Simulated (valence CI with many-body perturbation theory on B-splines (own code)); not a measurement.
## Level structure of Ar V

Computed by valence CI with perturbative core correlation (CI+MBPT): four valence electrons over a frozen Dirac-Fock core [Ne], a basis of 11 s, 11 p, 10 d, 8 f, 5 g, 2 h functions for each j, with the one-electron correlation potential Σ1 (screened to all orders), the two-electron term Σ2, the three-electron term Σ3, Breit, model QED; selected single and double excitations, second order for the rest, scaled by the run's own slope (own B-spline code, finite nucleus).

Set against measurement, 36 paired levels are off by 108 cm⁻¹ on average, the worst by 350. These come from a selection out of Saloman, J. Phys. Chem. Ref. Data 39, 033101 (2010). Levels without a partner in it may be off by more. Among the levels kept, up to 930 cm⁻¹ of a level comes from second order outside the variational space, and about a tenth of that is noise between levels of different J, which matters for small intervals. 7 measured levels below the end of the list, from 252141 cm⁻¹ on, found no clear computed partner, and computed levels of the same name lie up to 12927 cm⁻¹ from them.

Levels 46 to 90 of 187, with energies above the lowest level, 3s²3p² ³P_0. "Leading %" is the weight of the configuration and term that name the level; weights of strongly mixed levels are sums over their largest components and can fall short. In the jj column 3d3/2^4 stands for four electrons in 3d with j = 3/2.

```csv
No.,Configuration,Term,J,E (cm⁻¹),Leading %,Leading jj,g
46,3s²3p4s,³P°,1,296210,90,3s^2 3p1/2 4s (79 %),1.480
47,3s²3p4s,³P°,2,297860,94,3s^2 3p3/2 4s (94 %),1.501
48,3s²3p4s,¹P°,1,301280,89,3s^2 3p3/2 4s (78 %),1.020
49,3s3p²3d,⁵P,3,307560,98,3s 3p1/2 3p3/2 3d5/2 (50 %),1.668
50,3s3p²3d,⁵P,2,308060,98,3s 3p1/2 3p3/2 3d3/2 (28 %),1.835
51,3s3p²3d,⁵P,1,308380,98,3s 3p3/2^2 3d3/2 (48 %),2.502
52,3p⁴,¹S,0,311930,54,3p1/2^2 3p3/2^2 (37 %),
53,3s3p²3d,³P,2,319650,63,3s 3p1/2 3p3/2 3d5/2 (40 %),1.501
54,3s3p²3d,³P,1,320700,63,3p1/2 3p3/2^3 (28 %),1.500
55,3s3p²3d,³P,0,321280,62,3s 3p3/2^2 3d5/2 (28 %),
56,3s3p²3d,³G,3,326750,95,3s 3p1/2 3p3/2 3d3/2 (59 %),0.750
57,3s3p²3d,³G,4,326840,95,3s 3p1/2 3p3/2 3d5/2 (32 %),1.050
58,3s3p²3d,³G,5,326960,95,3s 3p1/2 3p3/2 3d5/2 (62 %),1.200
59,3s²3p4p,¹P,1,332920,67,3s^2 3p1/2 4p1/2 (54 %),0.868
60,3s3p²3d,¹G,4,333940,77,3s 3p1/2 3p3/2 3d5/2 (34 %),1.000
61,3s3p²3d,³D,1,334110,42,3s^2 3p3/2 4p3/2 (20 %),0.628
62,3s3p²3d,³D,2,334190,70,3s 3p3/2^2 3d5/2 (20 %),1.167
63,3s3p²3d,³D,3,334670,81,3s 3p1/2 3p3/2 3d5/2 (36 %),1.331
64,3s²3p4p,³D,1,337080,54,3s^2 3p1/2 4p1/2 (32 %),0.516
65,3s²3p4p,³D,2,337510,61,3s^2 3p1/2 4p3/2 (37 %),1.169
66,3s²3p4p,³D,3,338510,72,3s^2 3p3/2 4p3/2 (72 %),1.331
67,3s3p²3d,¹F,3,339580,93,3s 3p1/2 3p3/2 3d3/2 (33 %),1.005
68,3s²3p4p,³P,0,340820,88,3s^2 3p1/2 4p1/2 (65 %),
69,3s²3p4p,³P,1,341220,81,3s^2 3p1/2 4p3/2 (54 %),1.532
70,3s²3p4p,³P,2,342200,87,3s^2 3p3/2 4p3/2 (51 %),1.494
71,3s²3p4p,³S,1,343370,83,3s^2 3p3/2 4p1/2 (44 %),1.958
72,3s3p²3d,³F,2,348110,84,3s 3p1/2 3p3/2 3d3/2 (21 %),0.678
73,3s²3p4p,¹D,2,348500,87,3s^2 3p3/2 4p3/2 (37 %),0.996
74,3s3p²3d,³F,3,348640,86,3s 3p1/2 3p3/2 3d5/2 (44 %),1.086
75,3s3p²3d,³F,4,349300,87,3s 3p3/2^2 3d3/2 (32 %),1.250
76,3s3p²3d,³D,1,351400,90,3s 3p1/2 3p3/2 3d5/2 (40 %),0.503
77,3s3p²3d,³D,2,351670,90,3s 3p3/2^2 3d5/2 (29 %),1.164
78,3s3p²3d,³D,3,352110,89,3s 3p3/2^2 3d5/2 (43 %),1.331
79,3s3p²3d,¹P,1,353800,92,3s 3p1/2 3p3/2 3d5/2 (31 %),1.004
80,3s3p²3d,³P,0,354130,64,3s 3p1/2 3p3/2 3d5/2 (36 %),
81,3s3p²3d,³P,1,354360,63,3s 3p1/2 3p3/2 3d5/2 (32 %),1.492
82,3s3p²3d,³P,2,354750,64,3s 3p3/2^2 3d5/2 (34 %),1.500
83,3s²3p4p,¹S,0,358790,90,3s^2 3p3/2 4p3/2 (66 %),
84,3s3p²3d,³S,1,362010,92,3s 3p1/2 3p3/2 3d5/2 (35 %),2.000
85,3s3p²3d,³D,1,366010,95,3s 3p1/2 3p3/2 3d3/2 (28 %),0.501
86,3s3p²3d,³D,2,366360,93,3s 3p3/2^2 3d3/2 (37 %),1.160
87,3s3p²3d,³D,3,367090,91,3s 3p3/2^2 3d5/2 (51 %),1.323
88,3s3p²3d,³F,2,368230,85,3s 3p1/2 3p3/2 3d3/2 (43 %),0.674
89,3s3p²3d,³F,3,368500,82,3s 3p1/2 3p3/2 3d5/2 (28 %),1.095
90,3s3p²3d,³F,4,368780,87,3s 3p1/2 3p3/2 3d5/2 (48 %),1.250
```

Names give the largest LS component (configuration and term), which can be under half, so a name can repeat, a term be missing and a line seem to break the LS rules; names also repeat where a configuration has a term twice.

Where two levels of one J and parity lie close, their mixing, g and order are uncertain.
